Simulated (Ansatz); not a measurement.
The same path of BH3O3 + H2 (9 atoms, charge 0, multiplicity 1) was run twice with different band settings. Lost on the way: B1–O2, H5–H6. Made: B1–H6, O2–H5.

Method: Ansatz, RKS revPBE-D4/def2-SVP.

Relaxed end points:

```xyz
9
Properties=species:S:1:pos:R:3
B -0.359 -0.091 -0.708
O 0.941 0.302 -0.445
O -0.645 -1.423 -0.926
O -1.365 0.852 -0.752
H 1.226 0.270 2.100
H 1.273 0.356 2.861
H 0.990 1.267 -0.323
H 0.162 -1.964 -0.865
H -2.223 0.433 -0.942
```

```xyz
9
Properties=species:S:1:pos:R:3
B -0.625 -0.515 0.224
O 1.677 1.074 -0.075
O -0.541 -1.484 -0.744
O -1.225 0.689 -0.089
H 1.810 1.065 0.892
H -0.276 -0.682 1.379
H 0.771 1.439 -0.139
H -0.083 -2.279 -0.424
H -1.507 0.693 -1.025
```

Common settings: movable images 9; climbing image yes; spring 5.0 eV/Å²; optimiser quadratic models (default); force threshold 0.03 eV/Å; iteration limit 60; end points relaxed.

| run | start path |
| --- | --- |
| 1 | through a guess of the saddle point |
| 2 | straight line |

(1) What does each run give, and how far can it be trusted?

Results:

(1) Run 1: converged after 25 iterations, highest image 2.063 eV above the first end. A vibrational analysis at the climbing image gives one clearly imaginary mode, 1229i cm⁻¹: a first-order saddle point.
Run 2: converged after 16 iterations, highest image 2.063 eV above the first end. Another band between the same ends (9 images) ends at a top of the same energy, where a vibrational analysis finds 1 clearly imaginary mode.
The orbitals stay closed-shell, which can raise the energy where a bond breaks towards radicals; this wasn't checked here.
